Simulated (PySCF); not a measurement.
The vertical singlet excitations below were computed for one of the candidates. Theory: PySCF, TDDFT CAM-B3LYP/def2-SVPD, vertical, gas phase, core orbitals frozen in the response. Geometries: GFN2-xTB, one conformer each.

```json
{"state": "S1", "E (eV)": "7.80", "λ (nm)": "158.9", "f": "0.028"}
{"state": "S2", "E (eV)": "7.87", "λ (nm)": "157.6", "f": "0.0048"}
{"state": "S3", "E (eV)": "8.26", "λ (nm)": "150.0", "f": "0.017"}
{"state": "S4", "E (eV)": "8.40", "λ (nm)": "147.7", "f": "0.0034"}
{"state": "S5", "E (eV)": "8.61", "λ (nm)": "144.1", "f": "0.0098"}
{"state": "S6", "E (eV)": "8.79", "λ (nm)": "141.1", "f": "0.015"}
{"state": "S7", "E (eV)": "8.86", "λ (nm)": "140.0", "f": "0.055"}
{"state": "S8", "E (eV)": "8.92", "λ (nm)": "139.0", "f": "0.011"}
```

Problem. Which candidate is it?
A. `C#CC[C@@](C)(F)C#C`
B. `F[C@@H](CCl)[Si](Cl)(Cl)Cl`
C. `O[SiH2]O[C@@H]1C[C@@H](F)O1`

Solution. C. Its S1, at 7.80 eV, is the highest among the candidates; the nearest of the others has S1 at 7.17 eV. S1 is HOMO→LUMO (38%), HOMO→LUMO+1 (36%). Löwdin shares by element: HOMO oxygen 26% or more, silicon 12%, hydrogen 10% or more, carbon 10% or more (atoms not listed hold the other 43%); LUMO silicon 30%, oxygen 23% or more, carbon 8% or more (atoms not listed hold the other 39%). At the same level the other candidates give, for their lowest levels:
- `F[C@@H](CCl)[Si](Cl)(Cl)Cl`: 7.17 eV (f 0.003); 7.19 eV (f 0.025); 7.73 eV (f 0.109); 7.93 eV (f 0.009); 7.97 eV (f 0.000); T1 6.49 eV; HOMO -10.11, LUMO 0.27 eV
- `C#CC[C@@](C)(F)C#C`: 6.33 eV (f 0.000); 6.59 eV (f 0.000); 6.83 eV (f 0.002); 6.89 eV (f 0.002); 6.97 eV (f 0.001); T1 5.37 eV; HOMO -9.36, LUMO 1.29 eV

Shape of the structure used: `[OH:1][SiH2:2][O:3][C@@H:4]1[CH2:5][C@@H:6]([F:7])[O:8]1`: O1–Si2–O3–C4 -48°, Si2–O3–C4–C5 152°, H–O1–Si2–O3 20°.
Triplets come from the Tamm–Dancoff approximation.

Without π bonds the low states are Rydberg-like; a valence basis with one diffuse set may place them up to an eV too high.
